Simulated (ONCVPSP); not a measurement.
u(r) = r·R(r): atom against pseudo-atom (aluminium)

Columns: radius, all-electron u(r) and pseudo u(r) of the 3s shell (level -7.83 eV) of aluminium in the configuration [Ne] 3s2 3p1; LDA (Perdew-Wang 92), scalar-relativistic, ONCV scheme, ONCVPSP 4.0.1.

| r (bohr) | all-electron | pseudo |
| --- | --- | --- |
| 0.113 | 0.1005 | 0.0207 |
| 0.225 | -0.1294 | 0.0422 |
| 0.338 | -0.2745 | 0.0665 |
| 0.450 | -0.2990 | 0.0949 |
| 0.563 | -0.2407 | 0.1297 |
| 0.675 | -0.1381 | 0.1704 |
| 0.788 | -0.0160 | 0.2168 |
| 0.900 | 0.1072 | 0.2668 |
| 1.013 | 0.2241 | 0.3205 |
| 1.125 | 0.3275 | 0.3769 |
| 1.238 | 0.4171 | 0.4363 |
| 1.350 | 0.4910 | 0.4955 |
| 1.463 | 0.5510 | 0.5511 |
| 1.575 | 0.5970 | 0.5969 |
| 1.688 | 0.6313 | 0.6313 |
| 1.800 | 0.6545 | 0.6545 |
| 1.913 | 0.6685 | 0.6685 |
| 2.025 | 0.6743 | 0.6742 |
| 2.138 | 0.6732 | 0.6732 |
| 2.250 | 0.6664 | 0.6664 |
| 2.363 | 0.6548 | 0.6548 |
| 2.475 | 0.6395 | 0.6395 |
| 2.588 | 0.6211 | 0.6211 |
| 2.700 | 0.6005 | 0.6005 |
| 2.813 | 0.5781 | 0.5781 |
| 2.925 | 0.5546 | 0.5546 |

**Question.** How many radial nodes do the two functions have?

**Answer.** The all-electron 3s function has n − l − 1 = 2; the pseudo-wave has 0, since the states of the same l below it are removed with the core.

**Question.** At about which radius was the pseudo-wave matched?

**Answer.** 1.65 bohr. The columns agree to 0.0005 from 1.46 bohr on; several derivatives are matched, so the curves merge somewhat inside the radius.

**Question.** Is the pseudo-wave norm-conserving?

**Answer.** Yes: the ONCV scheme keeps the norm inside the radius equal to the all-electron one, which fixes the energy derivative of the logarithmic derivative at the level.
